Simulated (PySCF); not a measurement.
**Field gradients at the hydrogen positions**

Compound: C2H12Si3.
Z-matrix (Å and degrees, PBE0-D3(BJ)/def2-SVP geometry), rows numbered from 1:
```
C 
Si  1  1.8784
C   2  1.8918  1  111.99
Si  3  1.8841  2  112.74  1   -64.53
Si  3  1.8856  2  111.49  1   168.94
H   1  1.1009  2  110.40  3  -176.39
H   1  1.1013  2  110.78  3   -56.86
H   1  1.1006  2  111.32  3    63.50
H   2  1.4984  1  109.58  3   121.18
H   2  1.4979  1  110.05  3  -120.63
H   3  1.1073  2  107.04  1    52.77
H   4  1.4964  3  111.21  2    54.78
H   4  1.4958  3  110.65  2   175.02
H   4  1.4955  3  109.95  2   -65.14
H   5  1.4963  3  110.86  2  -179.16
H   5  1.4954  3  110.45  2   -58.79
H   5  1.4955  3  109.97  2    61.00
```

Level: PBE0/pcSseg-1 (PySCF, non-relativistic); Q(2H) = 0.00286 b; rigid geometry, the same for H and D, with no vibrational averaging.

Tabulate Vzz, the asymmetry η and χzz = 234.96 MHz × Q × Vzz for every hydrogen position.

```
atom  bonded to  bond length (Å)  Vzz (au)     η  χzz (kHz)
  H6         C1            1.101    0.2982  0.01        200
  H7         C1            1.101    0.2978  0.01        200
  H8         C1            1.101    0.2974  0.01        200
  H9        Si2            1.498    0.1375  0.03         92
 H10        Si2            1.498    0.1386  0.02         93
 H11         C3            1.107    0.2929  0.00        197
 H12        Si4            1.496    0.1395  0.03         94
 H13        Si4            1.496    0.1396  0.02         94
 H14        Si4            1.495    0.1399  0.02         94
 H15        Si5            1.496    0.1391  0.02         93
 H16        Si5            1.495    0.1398  0.02         94
 H17        Si5            1.496    0.1398  0.02         94
```

Average by the element that carries the hydrogen.

on C: 199 kHz over 4 positions, mean bond length 1.103 Å; on Si: 94 kHz over 8 positions, mean bond length 1.496 Å.

The structure is a single PBE0-D3(BJ)/def2-SVP conformer in the gas phase; no vibrational or solvent corrections. The basis is small and wasn't made for field gradients, so the couplings can be 20 % off.

The run behind these numbers computed NMR shieldings as well. Time: 21 s wall; peak memory 0.94 GiB. Hardware: one thread, Arm Neoverse V2 (aarch64) (shared host).
